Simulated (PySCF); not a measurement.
Molecule: `OCC1CCCC1`, C₆H₁₂O.

Geometry:
```json
{"atom": "O1", "x (Å)": "2.508", "y (Å)": "-1.095", "z (Å)": "-0.282"}
{"atom": "C2", "x (Å)": "1.757", "y (Å)": "0.071", "z (Å)": "-0.486"}
{"atom": "C3", "x (Å)": "0.455", "y (Å)": "0.092", "z (Å)": "0.297"}
{"atom": "C4", "x (Å)": "-0.464", "y (Å)": "-1.102", "z (Å)": "0.021"}
{"atom": "C5", "x (Å)": "-1.837", "y (Å)": "-0.598", "z (Å)": "0.450"}
{"atom": "C6", "x (Å)": "-1.867", "y (Å)": "0.829", "z (Å)": "-0.100"}
{"atom": "C7", "x (Å)": "-0.416", "y (Å)": "1.339", "z (Å)": "0.019"}
{"atom": "H8", "x (Å)": "2.704", "y (Å)": "-1.158", "z (Å)": "0.658"}
{"atom": "H9", "x (Å)": "1.528", "y (Å)": "0.108", "z (Å)": "-1.565"}
{"atom": "H10", "x (Å)": "2.344", "y (Å)": "0.985", "z (Å)": "-0.258"}
{"atom": "H11", "x (Å)": "0.711", "y (Å)": "0.079", "z (Å)": "1.374"}
{"atom": "H12", "x (Å)": "-0.465", "y (Å)": "-1.322", "z (Å)": "-1.062"}
{"atom": "H13", "x (Å)": "-0.140", "y (Å)": "-2.021", "z (Å)": "0.531"}
{"atom": "H14", "x (Å)": "-2.669", "y (Å)": "-1.221", "z (Å)": "0.087"}
{"atom": "H15", "x (Å)": "-1.900", "y (Å)": "-0.584", "z (Å)": "1.552"}
{"atom": "H16", "x (Å)": "-2.590", "y (Å)": "1.476", "z (Å)": "0.420"}
{"atom": "H17", "x (Å)": "-2.172", "y (Å)": "0.805", "z (Å)": "-1.159"}
{"atom": "H18", "x (Å)": "-0.309", "y (Å)": "2.081", "z (Å)": "0.824"}
{"atom": "H19", "x (Å)": "-0.096", "y (Å)": "1.843", "z (Å)": "-0.908"}
```

Geometry PBE0-D3(BJ)/def2-SVP throughout; GIAO in PySCF 2.14, gas phase, one conformer, non-relativistic; equivalent atoms averaged; functional PBE0.

(1) How do the shifts δ (against H2O, TMS at the same level) depend on the basis set? (a selection of nuclei; ppm; last column core-seconds on shared hosts with different chips, so compare them loosely)

(2) Which nucleus among those listed moves most, in ppm?

(3) Taking the largest basis, def2-TZVP (289 functions), as the yardstick, rank the others by their worst heavy-atom deviation.

Answers

(1) 
```tsv
basis set	functions	O1	C2	C3	C4/C7	H13/H18	H14/H17	H12/H19	H11	H8	core-s
STO-3G	47	-0.1	56.1	38.8	33.5	1.20	1.13	1.04	0.90	-2.63	5.1
pcSseg-0	87	40.0	73.5	46.5	32.8	1.71	1.52	1.00	1.44	-1.34	9.1
6-31G	87	31.1	66.1	46.0	31.5	1.88	1.72	1.32	1.72	-1.02	10
6-31G*	122	30.6	65.9	44.1	29.7	1.80	1.62	1.15	1.79	-0.82	14
cc-pVDZ	158	43.8	67.4	48.2	31.4	1.70	1.50	0.93	1.52	-1.25	20
def2-SVP	158	40.4	66.2	44.9	29.5	1.58	1.38	0.86	1.44	-0.99	23
pcSseg-1	179	45.7	71.0	47.1	31.5	1.76	1.52	0.91	1.54	-0.59	23
6-311+G(2d,p)	261	41.6	69.5	47.9	31.1	1.85	1.59	0.99	1.76	-0.81	43
aug-cc-pVDZ	269	42.1	67.8	48.1	30.5	1.91	1.65	1.04	1.83	-0.58	56
def2-TZVP	289	44.9	71.5	49.1	32.0	1.86	1.61	1.04	1.79	-0.80	58
```

(2) O1 (alcohol oxygen): from -0.1 ppm with STO-3G to 45.7 ppm with pcSseg-1. The smallest spread is 0.47 ppm, at H12/H19. Proton shifts span only some 12 ppm, so a few tenths of a ppm matter as much there as several ppm in carbon.

(3) pcSseg-1 2.0 ppm (179 functions), 6-311+G(2d,p) 3.3 ppm (261 functions), aug-cc-pVDZ 3.7 ppm (269 functions), cc-pVDZ 4.1 ppm (158 functions), pcSseg-0 4.9 ppm (87 functions), def2-SVP 5.3 ppm (158 functions), 6-31G 13.8 ppm (87 functions), 6-31G* 14.3 ppm (122 functions), STO-3G 45.0 ppm (47 functions).

A small basis that lands close on one nucleus may do so by chance; judge by the trend and by all nuclei.
